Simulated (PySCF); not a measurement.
Si⁺ (silicon, charge +1): UHF calculation

Configuration: [Ne] 3s2 3p1, 2P determinant. Computed with PySCF 2.14 in cc-pVTZ-DK (5s4p2d1f, 34 functions), with scalar relativity by spin-free X2C-1e.

- Total energy: -289.178594 hartree
- One-electron energy: -396.6781 hartree
- Hartree (Coulomb) energy: 127.6388 hartree
- Exchange energy: -20.1393 hartree
- ⟨S²⟩: 0.7656
- ⟨L²⟩: 2.047
- Sum of ⟨r⟩: 11.21 bohr
- Sum of ⟨r²⟩: 20.21 bohr²
- Traceless quadrupole moment −½Σ⟨3z² − r²⟩ along its main axis: -2.97 e·bohr²
- Langevin diamagnetic susceptibility: -16.0 ×10⁻⁶ cm³/mol
- Time after the integrals: 0.07 s of wall time on 1 thread of Neoverse-V2 (shared host)

```tsv
shell	electrons	mean orbital energy (hartree)	spread (hartree)	rms radius, mean of both spins (bohr)
1s α	1	-69.34153	0	0.129
1s β	1	-69.33531	0	0.129
2s α	1	-6.54152	0	0.612
2s β	1	-6.53434	0	0.612
2p α	3	-4.61419	0.01356	0.599
2p β	3	-4.60104	0.01659	0.599
3s α	1	-0.88715	0	2.25
3s β	1	-0.79892	0	2.25
3p α	1	-0.59471	0	2.68
```

Densities and radii are taken from the X2C orbitals without a picture-change correction, which distorts them close to the nucleus.
